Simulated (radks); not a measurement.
Values are calculated unless marked as measured or tabulated.
Spherical quantum dot in the effective-mass picture: electrons in a parabolic well V = omega^2 r^2 / 2 with omega = 3.71, with a point charge +1 (a donor) at the centre, all in effective atomic units (hartree* = m*/eps^2 hartree, bohr* = eps/m* bohr), one dielectric constant everywhere. Level of theory: non-relativistic Kohn-Sham, PBE, spin-polarised, spherical densities (a radial shooting solver with Libxc functionals). Levels are named by radial order and angular momentum (1s, 1p, 1d, 2s, ...), and open shells are averaged over m. Results are scaled to m* = 0.568 and eps = 12, for which hartree* = 107.3 meV and bohr* = 1.118 nm.

N = 20, configuration 1s2 1p6 1d10 2s2. This is the lowest configuration that the search found. Occupied and some empty levels:

level  occupation  eigenvalue (meV)  <r> (nm)
1s              2            2492.0    0.7552
1p              6            2786.4     1.042
2s              2            3045.0     1.085
1d             10            3067.4     1.225
1f              0            3360.3     1.369
2p              0            3393.5     1.243
1g              0            3666.5     1.492

Energy (meV): total 39754.7, kinetic 8839.5, external 13602, Hartree 19329, exchange-correlation -2016.3.
